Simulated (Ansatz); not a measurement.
The same isomerisation along the group O, S, Se.

Gas-phase electronic energies from Ansatz, PBE0-D4/def2-TZVP geometries. CCSD(T)/CBS is the MP2 limit (def2-TZVPP, def2-QZVPP) plus CCSD(T) − MP2 in def2-TZVPP, frozen cores. For Se outer-core shells are correlated without core-valence functions, which leaves a few kJ/mol of doubt a bond. Scalar relativity is left out up to krypton. One conformer a species, not always the lowest.

(1) Order these by ΔE at CCSD(T)/CBS, lowest first. (An estimate is asked.)
A. `C=NC[SeH]` → `C1NC[Se]1`
B. `C=NCS` → `C1NCS1`
C. `C=NCO` → `C1NCO1`

Largest T1 diagnostic: 0.012, for `C=NCS`.

Answers

(1) A (+13.2 kJ/mol), B (+22.1 kJ/mol), C (+64.7 kJ/mol).
